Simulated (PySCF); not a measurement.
Stepwise substitution at one centre (C F-SH). All species are isolated molecules in the gas phase. One relaxed conformer stands for each flexible species; it need not be the lowest. Strings in code marks are SMILES.

The S1–T1 gap (TDA) from two functionals at the same geometries (CAM-B3LYP-D3(BJ)/def2-TZVP), both in PySCF: PBE-D3(BJ)/def2-TZVP and TPSSh-D3(BJ)/def2-TZVP. Excitations are Tamm–Dancoff values on a coarser integration grid. The basis has no diffuse functions, so Rydberg states are missing or too high.

| species | PBE-D3(BJ)/def2-TZVP (eV) | TPSSh-D3(BJ)/def2-TZVP (eV) |
|---|---|---|
| 1 of 4 F replaced by SH (`FC(F)(F)S`) | 0.62 | 0.69 |
| 2 of 4 F replaced by SH (`FC(F)(S)S` (S–C–S–H torsion -65°, S–C–S–H torsion 65°)) | 0.43 | 0.53 |
| 3 of 4 F replaced by SH (`FC(S)(S)S`) | 0.38 | 0.48 |

Over these rows, drawn at random from the members with no instability flagged (it was tested for open shells, ions and some series alone), PBE minus TPSSh-D3(BJ): mean -0.09 eV, from -0.10 eV to -0.06 eV.
